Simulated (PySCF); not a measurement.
Compound: C₇H₁₀NO (charge +1).
Structure used (PBE0-D3(BJ)/def2-SVP), in Å, numbered top down from 1:
```xyz
19
C7H10NO angstrom
C      4.078   -0.861   -1.351
O      3.198    0.257   -1.331
C      1.949    0.123   -0.976
C      1.157    1.293   -0.968
C     -0.159    1.219   -0.601
N     -0.729    0.041   -0.242
C     -2.154   -0.007    0.097
C      0.007   -1.088   -0.246
C      1.336   -1.091   -0.602
H      4.152   -1.316   -0.352
H      3.743   -1.605   -2.090
H      5.056   -0.467   -1.646
H      1.603    2.248   -1.250
H     -0.805    2.098   -0.580
H     -2.751   -0.159   -0.814
H     -2.334   -0.830    0.797
H     -2.447    0.935    0.574
H     -0.507   -2.004    0.050
H      1.880   -2.035   -0.583
```

All values: wB97X-D/def2-SVPD (PySCF, non-relativistic), on one gas-phase PBE0-D3(BJ)/def2-SVP geometry that isn't relaxed in the solvent. The solvent is an IEF-PCM continuum (cavity from Bondi-type radii × 1.2), and excitations are vertical TDDFT with non-equilibrium linear response and a frozen core. The model holds no explicit solvent molecules, cavitation or dispersion.

Gas-phase singlets (H = HOMO, L = LUMO):

```csv
state,E (eV),λ (nm),f,leading configurations
S1,5.499,225,0.017,"H→L+1 56%, H-1→L 33%"
S2,5.618,221,0.252,H→L 80%
S3,6.571,189,0.261,"H-1→L 58%, H→L+1 38%"
S4,6.970,178,0.000,"H-2→L 88%, H-4→L 8%"
S5,7.208,172,0.621,H-1→L+1 85%
```

Question: Give the list for chloroform (ε = 4.711), n² = 2.09.

Answer: 
```csv
state,E (eV),λ (nm),f,leading configurations,change by rank (eV)
S1,5.502,225,0.027,"H→L+1 50%, H-1→L 38%",+0.003
S2,5.593,222,0.332,H→L 83%,-0.025
S3,6.477,191,0.360,"H-1→L 53%, H→L+1 44%",-0.094
S4,7.046,176,0.710,H-1→L+1 88%,+0.076
S5,7.089,175,0.011,"H-2→L 87%, H-4→L 8%",-0.119
```

Question: How do the frontier levels move from gas to chloroform?

Answer: 
```csv
orbital,gas (eV),solvent (eV),change (eV),"Löwdin shares, gas","Löwdin shares, solvent"
LUMO+2,-1.53,1.49,+3.02,"C7 18 %, C8 16 %, C5 12 %, H18 8 %","C7 14 %, C8 14 %, C5 12 %, C9 9 %"
LUMO+1,-3.66,-0.40,+3.26,"C5 20 %, C4 20 %, C9 19 %, C8 14 %","C5 20 %, C4 20 %, C9 19 %, C8 14 %"
LUMO,-4.24,-0.99,+3.25,"C3 21 %, N6 18 %, C8 18 %, C5 11 %","C3 21 %, N6 18 %, C8 17 %, C5 11 %"
HOMO,-13.79,-10.62,+3.17,"O2 27 %, C4 15 %, N6 15 %, C9 11 %","O2 26 %, N6 15 %, C4 15 %, C9 11 %"
HOMO-1,-14.69,-11.41,+3.28,"C9 22 %, C5 22 %, C8 21 %, C4 16 %","C9 22 %, C5 22 %, C8 21 %, C4 17 %"
HOMO-2,-15.91,-12.84,+3.07,"O2 41 %, C1 19 %, C3 8 %, H12 8 %","O2 40 %, C1 18 %, C3 8 %, C9 7 %"
HOMO-3,-16.47,-13.32,+3.15,"C1 20 %, O2 17 %, N6 10 %, C3 10 %","C1 18 %, O2 18 %, N6 11 %, C7 10 %"
```

The HOMO–LUMO gap goes from 9.55 to 9.63 eV.

The run took 1.8 min wall on an Arm Neoverse N1 with one thread, on a shared host, and the process peaked at 1.3 GiB of memory. This is the whole response run at wB97X-D/def2-SVPD in chloroform, SCF included.
